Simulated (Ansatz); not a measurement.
Consider the ligand exchange at the Al–F bond: `[CH3][Al]([CH3])[F]` + `OB(O)S` → `[CH3][Al]([CH3])[S]B(O)O` + H–F.

Isolated molecules relaxed with PBE0-D4/def2-TZVP in Ansatz; ΔE leaves out vibrations. CCSD(T)/CBS adds triple-zeta CCSD(T) − MP2 to the extrapolated MP2 energy (def2 sets, frozen cores). This one scheme is used for every species. Functionals use def2-TZVPP. Each species was taken in one conformer, which may not be the lowest.

```json
{"level": "PBE-D4", "ΔE (kJ/mol)": "66.9", "difference from CCSD(T)/CBS": "-5.8"}
{"level": "B2PLYP", "ΔE (kJ/mol)": "87.6", "difference from CCSD(T)/CBS": "14.9"}
{"level": "PBE", "ΔE (kJ/mol)": "75.7", "difference from CCSD(T)/CBS": "3.0"}
{"level": "r2SCAN", "ΔE (kJ/mol)": "77.9", "difference from CCSD(T)/CBS": "5.2"}
{"level": "PBE0", "ΔE (kJ/mol)": "74.1", "difference from CCSD(T)/CBS": "1.4"}
{"level": "HF/def2-TZVPP", "ΔE (kJ/mol)": "101.1", "difference from CCSD(T)/CBS": "28.4"}
{"level": "MP2/def2-TZVPP", "ΔE (kJ/mol)": "70.4", "difference from CCSD(T)/CBS": "-2.3"}
{"level": "SCS-MP2/def2-TZVPP", "ΔE (kJ/mol)": "80.0", "difference from CCSD(T)/CBS": "7.3"}
{"level": "CCSD/def2-TZVPP", "ΔE (kJ/mol)": "81.0", "difference from CCSD(T)/CBS": "8.3"}
{"level": "HF/CBS(def2)", "ΔE (kJ/mol)": "103.8", "difference from CCSD(T)/CBS": "31.1"}
{"level": "CCSD(T)/CBS", "ΔE (kJ/mol)": "72.7", "difference from CCSD(T)/CBS": "0"}
```

Largest T1 diagnostic among the species: 0.012.

In def2-TZVPP, CCSD(T) changes the Hartree–Fock value by −26.0 kJ/mol (the triples alone add −5.9 kJ/mol) and MP2 by −30.6 kJ/mol. The D4 term adds −13.9 kJ/mol with B3LYP and −8.1 kJ/mol with PBE0; it sums over pairs of atoms, weighted by their polarisabilities, and B3LYP, whose exchange is more repulsive, gets the larger term.

B3LYP here is the variant with VWN-RPA as its local correlation; programs differ in this.
